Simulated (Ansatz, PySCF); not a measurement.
Ti(F)3(Me) (CH₃F₃Ti), SMILES [CH3][Ti]([F])([F])[F], multiplicity 1. Atoms are numbered in the order given.

```xyz
8

Ti     0.0000     0.0000    -0.1085
F      1.4419     0.8325    -0.5921
F     -1.4419     0.8325    -0.5921
F      0.0000    -1.6649    -0.5921
C      0.0000     0.0000     1.9219
H      0.9027    -0.5212     2.2804
H     -0.9027    -0.5212     2.2804
H      0.0000     1.0424     2.2804
```
Charge 0, spin multiplicity 1.

Coordinates come from a PBE0-D3(BJ)/def2-SVP optimisation. The spin state was assumed, not searched. The structure was generated by enumeration; whether it is a known compound was not checked.

Vertical ionisation energy (IE) and electron affinity (EA) in eV. Rows of orbital energies are one-electron estimates. Where ΔSCF, EOM or ADC give a negative EA the extra electron is unbound and the value depends on the basis.

| level | IE | EA |
|---|---|---|
| −ε(HOMO), −ε(LUMO), PBE0/def2-TZVP (PySCF) | ? | ? |
| −ε(HOMO), −ε(LUMO), PBE/def2-TZVP (PySCF) | 7.32 | 3.46 |
| ΔSCF, PBE0/def2-SVPD (Ansatz), final states of multiplicity 2 and 2 | 11.18 | 0.47 |
| ΔSCF, PBE/def2-SVPD (Ansatz), final states of multiplicity 2 and 2 | 10.94 | -0.01 |

Problem. Some entries are withheld; supply them. (Estimate from the structure and the level; the computed values follow.)

Solution. 
- −ε(HOMO), −ε(LUMO), PBE0/def2-TZVP (PySCF), IE: 8.84
- −ε(HOMO), −ε(LUMO), PBE0/def2-TZVP (PySCF), EA: 2.36

Problem. What vertical singlet–triplet gap does ΔSCF give with PBE0/def2-SVPD (Ansatz, a program for electronic structure) and with PBE/def2-SVPD (Ansatz)? (The exact figures need the calculation; the answer reports its results.)

Solution. 3.72 and 4.24 eV (triplet above singlet where positive).
